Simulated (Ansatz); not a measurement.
A series at Al: from `[F][Al]([F])[F]`, ligands are replaced one by one, each step taking up HCl and setting free H–F; n counts the steps. Ansatz, PBE0-D4/def2-TZVP geometries.

CBS adds triple-zeta CCSD(T) − MP2 to the MP2 limit, frozen cores; atoms without spin–orbit coupling. 

```tsv
n	molecule	atomization energy, CCSD(T)/CBS (kJ/mol)
0	`[F][Al]([F])[F]`	1797.2
1	`[F][Al]([F])[Cl]`	1632.6
2	`[F][Al]([Cl])[Cl]`	?
3	`[Cl][Al]([Cl])[Cl]`	1303.5
```

Problem. By hand: fit a straight line y = ȳ + b (n − n̄) to the 3 given rows and predict n = 2.

Solution. n̄ = 1.333, ȳ = 1577.77; Σ(n − n̄)(y − ȳ) = -767.97, Σ(n − n̄)² = 4.667, so b = -164.55 kJ/mol a step. Prediction: 1577.77 + (-164.55) × (0.667) = 1468.0 kJ/mol.

Problem. By hand: compare with the computed value, 1468.0 kJ/mol, and give the steps along the whole series.

Solution. The line misses by 0.0 kJ/mol (computed minus predicted). Steps: -164.6, -164.6, -164.5 kJ/mol.

The steps differ by at most 0.1 kJ/mol, 0.1 % of a mean step, so the ligands' effects nearly add and a line is close. The miss is 0.0 % of the series' range. The energies themselves are unsure by some kJ/mol a bond, though much of that is common to the series.
